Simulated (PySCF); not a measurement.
Gas-phase reaction: K2 = 2 K

Method: PySCF energies plus ideal-gas RRHO corrections (1 bar). 'Table' is the NASA 1993 thermochemical table (part measured, part estimated). After a fit of one offset per element over all species, the range-separated, M06-2X, PBE0/def2-QZVP and CCSD(T)/def2-TZVPP enthalpies, where run, lie to one side of the table for K2 (-20 kJ/mol): a fault of the table's entry, another state or a shared error of the levels is possible; this was not checked at source. † marks an energy on the PBE0/def2-TZVP geometry and frequencies; other levels use their own. 6-31G* has spherical d functions here. Open shells (unrestricted): K (multiplicity 2); the rest are closed-shell singlets. B3LYP is the form with VWN-RPA correlation. The harmonic model lacks anharmonicity and excited electronic states, which grow with temperature; levels with a mode under 35 cm⁻¹ are left out. The table's entry may be an old estimate for K2 (not checked at source).

ΔH° and ΔS° at 298 K: table 54 kJ, 71 J/K; B3LYP/def2-TZVP† 50 kJ, 71 J/K; HF/6-31G* -12 kJ, 70 J/K; M06-2X/def2-TZVP† 68 kJ, 71 J/K; PBE/def2-TZVP† 58 kJ, 71 J/K.

### Question
With the heat capacities included, give log10 K at 500, 600, 1000, 1400, 1800 K for each.

### Answer
```
T (K)  table  B3LYP/def2-TZVP†  HF/6-31G*  M06-2X/def2-TZVP†  PBE/def2-TZVP†
-----  -----  ----------------  ---------  -----------------  --------------
500     -1.9              -1.5        4.9               -3.3            -2.3
600     -1.0              -0.6        4.7               -2.1            -1.3
1000     1.0               1.2        4.4                0.3             0.8
1400     1.8               2.0        4.3                1.4             1.7
1800     2.3               2.5        4.2                2.0             2.3
```
Ten kJ in ΔG° is worth 1.04 decades in K at 500 K and 0.29 at 1800 K. Holding ΔH° and ΔS° at their 298 K values would give 2.1 (table), 2.3 (B3LYP/def2-TZVP†), 4.0 (HF/6-31G*) at 1800 K.
